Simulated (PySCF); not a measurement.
Two species compared at the same levels of theory.

First species: C₅H₃F₃N₂.
Numbering: `[CH2:1]=[CH:2]/[N:3]=[C:4](/[C:5]#[N:6])[C:7]([F:8])([F:9])[F:10]` (hydrogens: H11, H12 on C1; H13 on C2)

Second species: H10SSi4.
Bonds: Si1–S2, S2–Si3, Si3–Si4, Si3–Si5. Hydrogens: H6, H7, H8 on Si1; H9 on Si3; H10, H11, H12 on Si4; H13, H14, H15 on Si5.

Levels: PBE0/def2-SVPD for dipole moment, HOMO energy, LUMO energy, HOMO–LUMO gap, static isotropic polarisability and electronic spatial extent ⟨r²⟩ about the centre of nuclear charge; TDDFT PBE0/def2-SVPD for lowest singlet excitation; TDA PBE0/def2-SVPD for lowest triplet excitation (Tamm–Dancoff); GFN2-xTB for rotational constant A and rotational constant C. Geometries: GFN2-xTB. All species are isolated and taken at one optimised geometry, non-relativistic unless stated; the electronic structure was computed with PySCF and density fitting.

The conformers computed, where there is a choice (atom-mapped SMILES and torsion angles):
- `[CH2:1]=[CH:2]/[N:3]=[C:4](/[C:5]#[N:6])[C:7]([F:8])([F:9])[F:10]`: C1–C2–N3–C4 179°, N3–C4–C7–F8 -59°
- `[SiH3:1][S:2][SiH:3]([SiH3:4])[SiH3:5]`: Si1–S2–Si3–Si4 -66°

Which of the two has the higher HOMO–LUMO gap, and by how much?

The second: 6.07 eV against 5.03 eV, a difference of 1.04 eV.

Which of the two has the higher T1 energy, and by how much?

The second: 4.44 eV against 2.58 eV, a difference of 1.86 eV.

Which of the two has the higher static isotropic polarisability, and by how much?

The second: 137.8 au against 84.1 au, a difference of 53.7 au.

Which has the higher S1 energy?

The second: 4.79 eV against 3.72 eV, a difference of 1.07 eV.

Which of the two has the higher rotational constant A, and by how much?

The first: 1.730 GHz against 1.419 GHz, a difference of 0.311 GHz.

Which has the higher dipole moment?

The first: 4.51 D against 1.14 D, a difference of 3.37 D.

Which has the higher HOMO energy?

The second: -7.06 eV against -8.40 eV, a difference of 1.34 eV.

Which of the two has the higher LUMO energy, and by how much?

The second: -0.99 eV against -3.37 eV, a difference of 2.38 eV.

On the first: The dipole equals about 15.0 × 10⁻³⁰ C·m (1 D = 3.33564 × 10⁻³⁰ C·m). S1 lies 1.31 eV below the HOMO–LUMO gap; its leading configuration is HOMO−1→LUMO, weight 0.99.

On the second: The vertical singlet–triplet gap S1 − T1 is 0.35 eV (TDDFT singlet less Tamm–Dancoff triplet; S1: HOMO→LUMO, weight 0.98; T1: HOMO→LUMO, weight 0.92). No computed singlet falls in the visible range (750 to 380 nm, 1.65 to 3.26 eV); S1 lies 1.53 eV above its blue end.
